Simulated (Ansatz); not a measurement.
Cost and result for the atomization energy of FGaH₂SSi (6 atoms, 5 bonds).

| atom | x (Å) | y (Å) | z (Å) |
| --- | --- | --- | --- |
| F1 | 0.943 | 0.084 | 1.097 |
| Ga2 | 2.136 | 0.286 | -1.484 |
| Si3 | -0.503 | -0.068 | 0.375 |
| S4 | -0.189 | 0.017 | -1.687 |
| H5 | -1.053 | -1.369 | 0.821 |
| H6 | -1.335 | 1.049 | 0.878 |

Total charge 0; spin multiplicity 1. Correlated methods include outer-core shells of Ga, which these sets cover unevenly. Scalar relativity is left out up to krypton. The bonds changed during the relaxation, so this is another structure than the one it started from. The geometry is a stationary point of PBE0-D4/def2-TZVP. Program: Ansatz. All runs use 2 threads of an Arm Neoverse V1 on a shared host. Times are those of one run each, without the atoms' runs, and a repeat can differ threefold. Electronic energies, without spin–orbit coupling; frozen cores. CCSD(T)/CBS adds CCSD(T) − MP2 in def2-TZVPP to the MP2 limit, and its time is that of the two runs behind it. T1 = 0.013. With those shells the extrapolation isn't a true limit. HSE06 is the plane-wave form, built on full-range PBE exchange.

CCSD(T)/CBS is a level of theory with its own doubt, some kJ/mol a heavy atom from the limit and from the frozen cores, so smaller differences don't rank the functionals.

```tsv
level	functions	wall time	atomization (kJ/mol)	difference from CCSD(T)/CBS	per bond
LDA (SPW92)/def2-TZVPP	191	1.6 s	2187.5	243.2	48.6
BLYP-D4/def2-TZVPP	191	2.9 s	1912.7	-31.6	-6.3
CCSD(T)/def2-SVP	92	4.7 s	1757.7	-186.6	-37.3
HSE06-D4/def2-TZVPP	191	5 s	1909.3	-35.0	-7.0
r2SCAN-D4/def2-TZVPP (with forces)	191	7.5 s	1937.5	-6.8	-1.3
B2PLYP/def2-TZVPP	191	7.5 s	1896.0	-48.3	-9.7
PBE-QIDH/def2-TZVPP	191	8 s	1906.8	-37.5	-7.5
r2SCANh-D4/def2-TZVPP	191	8.5 s	1921.6	-22.7	-4.5
B97M-V/def2-TZVPP	191	12 s	1949.5	5.2	1.0
ωB97X-V/def2-TZVPP	191	13 s	1943.3	-1.0	-0.2
MP2/def2-QZVPP	346	25 s	1964.7	20.4	4.1
CCSD(T)/def2-TZVPP	191	99 s	1874.0	-70.3	-14.1
CCSD(T)/CBS(def2)	–	2.1 min	1944.3	0.0	0.0
```

In def2-TZVPP, CCSD(T) changes the Hartree–Fock value by +460.8 kJ/mol (the triples alone add +34.7 kJ/mol) and MP2 by +509.9 kJ/mol; breaking electron pairs costs correlation energy, which Hartree–Fock lacks. From r2SCAN to r2SCAN0 (25 % exact exchange), in def2-TZVPP and without D4, the atomization energy moves by −39.5 kJ/mol: exact exchange takes away binding that semilocal exchange gives to molecules. The D4 term adds +31.7 kJ/mol with B3LYP and +16.2 kJ/mol with PBE0; it sums over pairs of atoms, weighted by their polarisabilities, and B3LYP, whose exchange is more repulsive, gets the larger term.

B3LYP here is the variant with VWN-RPA as its local correlation; programs differ in this.
